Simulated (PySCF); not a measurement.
Electron correlation in Se²⁺ (selenium, charge +2)

[Ar] 3d10 4s2 4p2, high-spin 3P determinant. Computed with PySCF 2.14 in Sapporo-DKH3-DZP-2012 (6s5p3d1f, 43 functions), with scalar relativity by spin-free X2C-1e. Frozen: [Ar] 3d10; 4 electrons correlated.

MP2 pair energies summed by pair of shells (mhartree):

```tsv
pair	energy	share (%)
4s-4p	-27.30	61.6
4s-4s	-12.40	28.0
4p-4p	-4.64	10.5
```

Total MP2 correlation energy: -44.34 mhartree.

Same-spin part -7.29 and opposite-spin part -37.05 mhartree; SCS-MP2 scales them by 1/3 and 6/5 to -46.89 mhartree.

| level | correlation energy (mhartree) |
| --- | --- |
| CCSD | -60.59 |
| (T) | -0.64 |
| CCSD(T) | -61.23 |

Diagnostics: T1 = 0.0059, D1 = 0.0166, largest double amplitude 0.094.

Cost of the coupled-cluster step: 0.34 s of wall time on 1 thread of Neoverse-V1 (shared host), for 4 correlated electrons.

Iterations:

```
CC2 = 0
CCSD nocc = (np.int64(3), np.int64(1)), nmo = (29, 29)
frozen orbitals [[0, 1, 2, 3, 4, 5, 6, 7, 8, 9, 10, 11, 12, 13], [0, 1, 2, 3, 4, 5, 6, 7, 8, 9, 10, 11, 12, 13]]
max_cycle = 100
direct = 0
conv_tol = 1e-08
conv_tol_normt = 1e-06
diis_space = 8
diis_start_cycle = 0
Init t2, MP2 energy = -0.0443445618030175
Init E_corr(UCCSD) = -0.0443445618044904
cycle = 1  E_corr(UCCSD) = -0.0556379073951237  dE = -0.0112933456  norm(t1,t2) = 0.0427815
cycle = 2  E_corr(UCCSD) = -0.0588755765096916  dE = -0.00323766911  norm(t1,t2) = 0.0152201
cycle = 3  E_corr(UCCSD) = -0.0605948601821488  dE = -0.00171928367  norm(t1,t2) = 0.00632928
cycle = 4  E_corr(UCCSD) = -0.0605823278556864  dE = 1.25323265e-05  norm(t1,t2) = 0.000951401
cycle = 5  E_corr(UCCSD) = -0.0605902549303743  dE = -7.92707469e-06  norm(t1,t2) = 0.000118645
cycle = 6  E_corr(UCCSD) = -0.0605877923809125  dE = 2.46254946e-06  norm(t1,t2) = 1.463e-05
cycle = 7  E_corr(UCCSD) = -0.0605886058046369  dE = -8.13423724e-07  norm(t1,t2) = 2.38302e-06
cycle = 8  E_corr(UCCSD) = -0.0605883992664086  dE = 2.06538228e-07  norm(t1,t2) = 6.01052e-07
cycle = 9  E_corr(UCCSD) = -0.0605884113318662  dE = -1.20654576e-08  norm(t1,t2) = 9.69522e-08
cycle = 10  E_corr(UCCSD) = -0.0605884260402972  dE = -1.47084309e-08  norm(t1,t2) = 5.41729e-08
cycle = 11  E_corr(UCCSD) = -0.0605884253184785  dE = 7.2181866e-10  norm(t1,t2) = 9.42154e-09
UCCSD converged
E(UCCSD) = -2426.991215217757  E_corr = -0.06058842531847851
UCCSD(T) correction = -0.000642416056779134
```
